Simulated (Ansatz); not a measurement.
InCl2H (InHCl2). Charge 0, multiplicity 3. Geometry r2SCAN-D4/def2-TZVP, that of the neutral singlet; atoms count from 1.

Cartesian coordinates in Å:
```
In 0.137 0.158 -0.096
Cl -0.161 -1.985 -0.924
Cl -1.120 0.505 1.819
H 1.145 1.321 -0.799
```

In the def2 sets In takes a core potential; there is no spin–orbit coupling. At PBE0-D4/def2-TZVP a singlet of charge 0 lies 5.23 eV below the triplet at the same geometry.

Q: Estimate the Mulliken populations from the PBE0/def2-TZVP orbitals of Ansatz.

A: 
```
atom  charge (e)  spin (α − β)
 In1        0.48          0.58
 Cl2       -0.23          0.41
 Cl3       -0.23          0.41
  H4       -0.02          0.60
```
Mulliken values and Mayer orders depend strongly on the basis.

Q: Where does the spin sit?

A: Summed by element: In 0.58, Cl 0.82, H 0.60, of 2 unpaired in all. Largest on single atoms: H4 0.60, In1 0.58, Cl2 0.41.

Q: And the Mayer bond orders between bonded heavy atoms (over 0.3)?

A: In1–Cl2 0.83 (2.32 Å); In1–Cl3 0.83 (2.32 Å).
